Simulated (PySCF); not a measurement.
# EPR parameters of C6H11O2

Species: C6H11O2 (doublet state).
Z-matrix (Å and degrees, GFN2-xTB geometry), rows numbered from 1:
```
C 
C   1  1.3727
C   2  1.3858  1  121.83
O   3  1.3439  2  125.74  1  -178.44
C   2  1.5153  1  118.61  3   176.98
O   5  1.4189  2  111.07  1   144.07
C   6  1.4111  5  114.83  2  -177.72
C   7  1.5269  6  113.68  5   -76.70
H   1  1.0731  2  121.54  3  -179.28
H   1  1.0732  2  120.80  3     0.34
H   3  1.0788  2  120.89  1     1.55
H   4  0.9762  3  107.58  2     9.72
H   5  1.0986  2  109.78  1    22.90
H   5  1.1020  2  108.56  1   -94.68
H   7  1.0991  6  109.71  5    47.01
H   7  1.0935  6  104.74  5   163.43
H   8  1.0863  7  109.36  6  -175.27
H   8  1.0874  7  111.19  6    65.01
H   8  1.0877  7  110.20  6   -55.62
```

The hyperfine couplings belong to this conformer and change with its torsions.

As a line formula: `C=C([CH]O)COCC` [radical].

Computed with UKS B3LYP, pcH-1 on C H O, non-relativistic, mean-field spin-orbit, GIAO in PySCF 2.14.0. The structure is a single GFN2-xTB conformer in the gas phase; no vibrational or solvent corrections. Couplings are sensitive to structure, and on GFN2-xTB geometries they can be far from those on DFT ones. No stability test was run, so a lower SCF solution isn't excluded.

* g1, g2, g3: 2.00214, 2.00317, 2.00391
* g_iso: 2.00308
* Form of g: rhombic: the two nearest values differ by 42 % of g3 − g1
* ⟨S²⟩: 0.7721 (exact 0.7500)
* HOMO–LUMO gap, α and β orbitals: 5.05, 5.63 eV

Isotropic coupling and dipolar principal values T1 to T3, in 10⁻⁴ cm⁻¹ (1 × 10⁻⁴ cm⁻¹ = 2.998 MHz):

```tsv
atom	isotope	a_iso	T1	T2	T3	Mulliken spin population
C1	13C	17.1	-16.5	-15.9	32.5	0.66
C2	13C	-14.9	-7.6	3.0	4.6	-0.21
C3	13C	16.0	-15.8	-15.6	31.3	0.53
O4	17O	-5.8	-17.9	8.7	9.2	0.11
C5	13C	1.5	-0.2	-0.1	0.3	0.01
O6	17O	1.2	-0.2	-0.1	0.3	0.00
C7	13C	0.1	-0.1	0.0	0.1	0.00
C8	13C	0.0	-0.1	0.0	0.1	0.00
H9	1H	-13.5	-8.2	0.1	8.1	-0.03
H10	1H	-12.7	-6.9	-0.4	7.3	-0.03
H11	1H	-12.6	-6.4	-0.9	7.3	-0.03
H12	1H	-2.4	-3.3	-2.4	5.6	0.00
H13	1H	-1.4	-0.7	-0.4	1.1	0.00
H14	1H	-5.0	-0.8	-0.1	1.0	-0.01
H15	1H	0.0	-0.2	-0.1	0.3	0.00
H16	1H	-0.1	-0.2	-0.1	0.4	0.00
H17	1H	-0.1	-0.1	-0.1	0.2	0.00
H18	1H	-0.1	-0.2	-0.1	0.3	0.00
H19	1H	0.0	-0.2	-0.2	0.4	0.00
```

Largest spin populations (Mulliken): C1 (+0.66), C3 (+0.53), C2 (-0.21) and O4 (+0.11). The angles at C1 add up to 360.0°, so it is planar; its axial dipolar tensor and the negative couplings of its protons fit spin in a p orbital normal to that plane.

The SMILES `C=C([CH]O)COCC` draws the unpaired electron on C3, whose computed spin population is only +0.53.

Axes: g2 points within 6° of the C3–O4 bond.

Under fast tumbling the dipolar parts average out, and these isotropic splittings remain: 1 × 1H (H9, I = 1/2, 2 lines) with 1.45 mT, 1 × 1H (H10, I = 1/2, 2 lines) with 1.36 mT, 1 × 1H (H11, I = 1/2, 2 lines) with 1.35 mT, 2 × 1H (H13/H14, I = 1/2, 3 lines) with 0.34 mT and 1 × 1H (H12, I = 1/2, 2 lines) with 0.25 mT.

Means are taken over nuclei equivalent by connectivity, which assumes that they swap fast. The 1H value of -9.7 MHz is a mean of couplings from -15.1 to -4.3 MHz in this one geometry, not an average over conformers.

The 17O coupling of O4 (-17.4 MHz) shows only in satellite lines or after enrichment, since that isotope makes up about 0.038 % of natural oxygen.

The 13C coupling of C1 (51.3 MHz) shows only in satellite lines or after enrichment, since that isotope makes up about 1.07 % of natural carbon.

On one thread of an Arm Neoverse V1, shared host with 32 logical CPUs at a one-minute load of 14, this took 92 s of wall time (with the writing of density and orbital grids) and 1.0 GiB of memory at its peak.
